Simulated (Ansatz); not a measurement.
Mulliken charges of Cl₂H₄O₂Si₂, SMILES `O[Si](Cl)(Cl)O[SiH3]` from B3LYP/def2-TZVPP in Ansatz (PBE0-D4/def2-TZVP geometry).

```
atom   x (Å)   y (Å)   z (Å)  charge (e)
  O1  -0.091  -2.320  -0.782      -0.351
 Si2  -0.285  -0.720  -0.904       0.734
 Cl3   0.785   0.028  -2.469      -0.227
 Cl4  -2.241  -0.243  -1.228      -0.227
  O5   0.221  -0.083   0.471      -0.339
 Si6   0.455   1.252   1.404       0.390
  H7  -0.340  -2.867  -1.529       0.192
  H8   0.998   0.795   2.703      -0.058
  H9  -0.839   1.949   1.604      -0.057
 H10   1.419   2.159   0.734      -0.058
```

Problem. By hand: the dipole of these point charges (1 e Å = 4.8032 D).

Solution. Σ q r = (0.098, 0.018, 0.254) e Å, of length 0.273 e Å = 1.31 D.

Problem. How does the dipole of the full density compare? (Best estimate.)

Solution. The calculation gave: (0.003, -0.085, -0.009) e Å, 0.41 D; the point charges give 3.20 times that, at 99° from its direction.

Point charges leave out the atoms' own dipoles, such as those of lone pairs, and Mulliken's split depends on the basis, so the two needn't agree.

B3LYP here is the variant with VWN-RPA as its local correlation; programs differ in this.
